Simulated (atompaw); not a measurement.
## Which change was made? (Re, PAW (atompaw))

atompaw 4.2.0.5 input, output lines left out:

```
Re 75
GGA-PBE scalarrelativistic loggrid 2001 logderivrange -5 5 251
6 6 5 4 0 0
6 1 0
5 2 5
0 0 0
c
c
c
c
c
v
c
c
c
v
v
c
c
v
c
2
3.00 2.80 2.40 2.30
y
0.3
n
n
y
2.1
n
custom polynom2 7 10 vanderbiltortho besselshape
bessel
3.00
3.00
1.55
3.00
2.75
2.75
```

Cutoffs, loose and tight: the cutoffs (Ry, on a coarse ladder) from which the occupation-weighted sum of valence levels, in a spherical-Bessel basis at the reference potential, stays within 10 and 1 mRy of its value at 400 Ry. They see the waves, projectors and local potential, not the compensation charge or the core.

The base gives: outcome: generated; cutoff, loose: 35 Ry; cutoff, tight: 140 Ry; bound ghosts: none.

Q: After one change the result is: outcome: generated; cutoff, loose: 25 Ry; cutoff, tight: 30 Ry; bound ghosts: s. Which change was it?
A. local potential troulliermartins scheme with l = 3 at -0.5 Ry, radius 2.40 bohr
B. all radii scaled by about 1.21 (s 3.62, p 1.88, d 3.32 bohr); local potential bessel scheme, radius 2.90 bohr; augmentation besselshape compensation charge, radius 3.38 bohr; PAW radius 3.62 bohr; waves and projectors: custom polynom2 7 10 vanderbiltortho; core correction smooth core density matched at 2.78 bohr
C. wave 5p (bound): rc 1.55 bohr becomes 5p (bound): rc 1.92 bohr
D. waves 6s (bound); 6s channel at 0.3 Ry; 5p (bound); 6p (bound); 5d (bound); 5d channel at 2.1 Ry; augmentation besselshape compensation charge, radius 2.80 bohr; PAW radius 3.00 bohr; waves and projectors: bloechl

A: D. The others give: local potential troulliermartins scheme with l = 3 at -0.5 Ry, radius 2.40 bohr → outcome: generated; cutoff, loose: 35 Ry; cutoff, tight: 140 Ry; bound ghosts: s, p | all radii scaled by about 1.21 (s 3.62, p 1.88, d 3.32 bohr); local potential bessel scheme, radius 2.90 bohr; augmentation besselshape compensation charge, radius 3.38 bohr; PAW radius 3.62 bohr; waves and projectors: custom polynom2 7 10 vanderbiltortho; core correction smooth core density matched at 2.78 bohr → outcome: generated; cutoff, loose: 21 Ry; cutoff, tight: 40 Ry; bound ghosts: none | wave 5p (bound): rc 1.55 bohr becomes 5p (bound): rc 1.92 bohr → outcome: generated; cutoff, loose: 30 Ry; cutoff, tight: 60 Ry; bound ghosts: none.
